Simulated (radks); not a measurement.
Spherical quantum dot in the effective-mass picture: electrons in a parabolic well V = omega^2 r^2 / 2 with omega = 3.45, with a point charge +1 (a donor) at the centre, all in effective atomic units (hartree* = m*/eps^2 hartree, bohr* = eps/m* bohr), one dielectric constant everywhere. Calculated with a radial shooting solver with Libxc functionals: non-relativistic Kohn-Sham, r2SCAN, spin-polarised, spherical densities, generalised Kohn-Sham scheme. Levels are named by radial order and angular momentum (1s, 1p, 1d, 2s, ...), and open shells are averaged over m. Results are scaled to m* = 0.551 and eps = 14.3, for which hartree* = 73.32 meV and bohr* = 1.373 nm.

N = 9, configuration 1s2 1p6 2s(up 1, down 0). This is the lowest configuration that the search found. Occupied and some empty levels:

level    occupation  eigenvalue (meV)  <r> (nm)
1s up             1            917.38    0.8761
1s down           1            925.56    0.8886
1p up             3            1148.7     1.218
1p down           3            1152.4     1.213
2s up             1            1344.4     1.290
2s down           0            1360.0     1.291
1d up             0            1367.5     1.442
1d down           0            1373.0     1.435
1f up             0            1593.8     1.621
1f down           0            1600.6     1.618
2p up             0            1606.9     1.488
2p down           0            1615.7     1.498
1g up             0            1828.6     1.776
1g down           0            1834.9     1.781

Energy (meV): total 7126.37, kinetic 2347.7, external 2173.3, Hartree 3174.4, exchange-correlation -569.01.

Electron density:

r (nm)  n(r) (e/nm^3)
0.0493          1.989
0.173           1.656
0.297           1.384
0.421           1.169
0.545           1.003
0.669          0.8715
0.793          0.7600
0.917          0.6567
1.04           0.5545
1.16           0.4517
1.29           0.3518
1.41           0.2598
1.54           0.1817
1.66           0.1197
1.78          0.07418
1.91          0.04312
2.03          0.02335
2.16          0.01193
2.28         0.005715
2.40         0.002569
